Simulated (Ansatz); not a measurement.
Two members of one family (InN nanocrystals, H-capped) that differ in charge, which shifts all levels, computed with Ansatz in the gas phase; def2 core potentials for In, no spin–orbit coupling. The two geometries come from different levels. Levels of anions in sets without diffuse functions are rough. The structures are stationary points that may keep the symmetry of their start.

First: In9N9H24, cut from wurtzite (singlet, charge 0, PBE-D4/def2-SVP geometry).

```xyz
42

In    1.845   -0.965   -3.885
N     2.829    0.843   -2.913
N     0.374   -1.320   -2.256
In    1.354   -1.977   -0.413
In    2.147    1.613   -0.944
N     2.215   -0.110    0.398
N    -0.264   -2.433    0.990
In    0.515   -3.289    2.888
In    1.494    0.474    2.377
N     1.547   -1.386    3.590
In   -1.109    0.285   -2.145
N    -0.003    1.929   -1.164
N    -2.545   -0.337   -0.616
In   -1.797   -0.916    1.358
In   -0.840    2.620    0.733
N    -0.623    0.848    1.992
In   -4.247    1.086   -0.462
N    -3.023    2.815    0.370
H     3.079   -2.198   -3.820
H     1.018   -0.298   -5.268
H     3.839    0.645   -2.835
H     2.780    1.624   -3.586
H    -0.161   -2.148   -2.575
H     2.575   -3.206   -0.594
H     3.094    3.002   -0.477
H     3.221   -0.310    0.528
H    -0.776   -3.219    0.550
H     1.835   -4.373    2.530
H    -0.806   -3.488    4.011
H     2.375    1.747    3.181
H     2.538   -1.614    3.764
H     1.177   -1.157    4.525
H    -1.789    0.803   -3.664
H    -0.091    2.736   -1.806
H    -2.973   -1.202   -0.996
H    -3.007   -1.326    2.542
H    -0.196    4.110    1.371
H    -1.019    1.120    2.908
H    -4.693    1.620   -2.061
H    -5.267    0.616    0.873
H    -3.161    3.625   -0.255
H    -3.459    3.108    1.258
```

| level | HOMO (eV) | LUMO (eV) | gap (eV) |
| --- | --- | --- | --- |
| PBE-D4/def2-SVP | -5.87 | -1.93 | 3.94 |
| PBE-D4/def2-TZVP | -5.93 | -2.20 | 3.73 |
| PBE0-D4/def2-SVP | -7.04 | -1.07 | 5.98 |
| PBE0-D4/def2-TZVP | -7.08 | -1.36 | 5.72 |

Second: In10N9H26⁻, cut from wurtzite (singlet, charge -1, r2SCAN-D4/def2-SVP geometry).

```xyz
45

In    0.7177   -1.2926   -3.5991
N     2.3388   -2.3693   -2.4185
In   -1.4593    1.3097   -3.1791
N    -3.3220    0.8623   -2.0222
N    -0.0031    0.0922   -2.0857
In   -0.9619   -0.9738   -0.4663
In    2.6517   -1.8320   -0.2984
N     0.6966   -2.0130    0.6024
In   -3.3620    1.6246    0.0813
N    -1.7966    0.3911    0.9879
In   -2.8638   -0.6958    2.5404
In    0.9030   -1.5409    2.7000
N    -1.1290   -1.7906    3.5292
In    1.5471    1.4253   -1.4853
N     2.9668    0.2907   -0.2634
N     0.5265    2.6682    0.0481
In   -0.3966    1.7492    1.8479
In    3.2224    1.1118    1.7712
N     1.2674    0.5743    2.6491
H    -0.4083   -2.5774   -3.9385
H     1.6745   -0.4572   -4.8016
H     2.1519   -3.3751   -2.4695
H     3.2234   -2.2519   -2.9202
H    -1.7235    0.6537   -4.7806
H    -1.1698    3.0094   -2.8806
H    -3.5137   -0.1451   -2.0356
H    -4.1125    1.2797   -2.5237
H    -2.0755   -2.2144   -0.9958
H     3.9100   -2.8565    0.3371
H     0.4448   -3.0092    0.5523
H    -4.9326    1.1867    0.7184
H    -2.8184    3.2835   -0.0563
H    -3.8225   -2.0087    1.9162
H    -3.3598    0.3810    3.8263
H     1.9904   -2.5368    3.6287
H    -1.3510   -2.7909    3.5379
H    -1.1151   -1.5265    4.5181
H     2.3991    2.4334   -2.6183
H     3.8832    0.4569   -0.6978
H    -0.2329    3.1559   -0.4427
H     1.1701    3.4059    0.3515
H    -0.8692    2.9783    2.9845
H     4.4688    0.1956    2.5874
H     3.2839    2.8600    1.6367
H     1.3609    0.8783    3.6266
```

Task: Estimate the same table for the second.

Result: 
```
            level  HOMO (eV)  LUMO (eV)  gap (eV)
  PBE-D4/def2-SVP      -2.86       0.99      3.86
 PBE-D4/def2-TZVP      -2.97       0.67      3.65
 PBE0-D4/def2-SVP      -4.00       1.83      5.83
PBE0-D4/def2-TZVP      -4.08       1.47      5.55
```
